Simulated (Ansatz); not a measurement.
Reaction (formal exchange of groups at a B–S bond): `CSB[TeH]` + `C=O` → `O=CB[TeH]` + CH₃SH

Gas-phase electronic energies from Ansatz, PBE0-D4/def2-TZVP geometries. CCSD(T)/CBS is the MP2 limit (def2-TZVPP, def2-QZVPP) plus CCSD(T) − MP2 in def2-TZVPP, frozen cores. This one scheme is used for every species. Functionals use def2-TZVPP. Elements past krypton have def2 core potentials. For Te outer-core shells are correlated without core-valence functions, which leaves a few kJ/mol of doubt a bond. Each species was taken in one conformer, which may not be the lowest.

```json
{"species": "`CSB[TeH]`", "LDA (SPW92) energy (Eh)": "-729.81271"}
{"species": "`C=O`", "LDA (SPW92) energy (Eh)": "-113.63629"}
{"species": "`O=CB[TeH]`", "LDA (SPW92) energy (Eh)": "-406.46136"}
{"species": "CH₃SH", "LDA (SPW92) energy (Eh)": "-436.95472"}
```

**Question.** Work out ΔE.

**Answer.** ΔE = (-406.46136) + (-436.95472) − (-729.81271) − (-113.63629) = 0.03292 Eh = +86.4 kJ/mol. CCSD(T)/CBS gives +89.3 kJ/mol.

**Question.** What do rigid-rotor, harmonic-oscillator terms from PBE0-D4/def2-TZVP frequencies (298.15 K, 1 bar) make of the CCSD(T)/CBS value? (Best estimate.)

**Answer.** The calculation gave: ΔZPE = -4.8 kJ/mol, ΔH = +83.7 kJ/mol, ΔS = 11 J/(mol·K), ΔG = +80.3 kJ/mol. Modes under 50 cm⁻¹ make the entropy rough.

Largest T1 diagnostic among the species: 0.017.

At CCSD(T), def2-SVP lies +6.1 kJ/mol from the extrapolated value and def2-TZVPP −0.3 kJ/mol. The D4 term adds +4.2 kJ/mol with B3LYP and +2.3 kJ/mol with PBE0; it sums over pairs of atoms, weighted by their polarisabilities, and B3LYP, whose exchange is more repulsive, gets the larger term.

B3LYP here is the variant with VWN-RPA as its local correlation; programs differ in this.
